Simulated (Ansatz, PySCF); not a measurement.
This PySCF input computes a PBE0/def2-TZVPD energy:

```python
from pyscf import gto, scf, dft

mol = gto.M(
    atom='''
    In    0.00000000    0.00000000    0.00000000
    Br    0.00000000    0.00000000    2.36845088
    Br   -0.00000000   -0.00000000   -2.36845088
    ''',
    basis='def2-tzvpd',
    ecp='def2-tzvp',
    charge=1,
    spin=0,
    verbose=4,
)

mf = dft.RKS(mol, xc='pbe0').density_fit(auxbasis='def2-universal-jkfit')
mf.grids.level = 3
mf.conv_tol = 1e-9
mf.max_cycle = 100
mf.max_memory = 1500
mf.kernel()
if not mf.converged:
    mf = mf.newton()
    mf.kernel(mf.make_rdm1())
mf.analyze()
```

Q: Write an input for the same energy in Ansatz (an electronic-structure program) and say what it gives.

A: 
Ansatz 0.2 input:
```yaml
crystal:
  periodic: [false, false, false]
  atoms:
    - {symbol: In, position_ang: [0.00000000, 0.00000000, 0.00000000]}
    - {symbol: Br, position_ang: [0.00000000, 0.00000000, 2.36845088]}
    - {symbol: Br, position_ang: [-0.00000000, -0.00000000, -2.36845088]}
basis:
  gaussian:
    orbitals: def2-TZVPD
hamiltonian:
  xc: {name: PBE0}
total_charge: 1
output: {forces: true}
```
It gives -5337.66434 Eh, and PySCF -5337.66441 Eh, a difference of 0.07 mEh, from the treatment of integrals and grids.
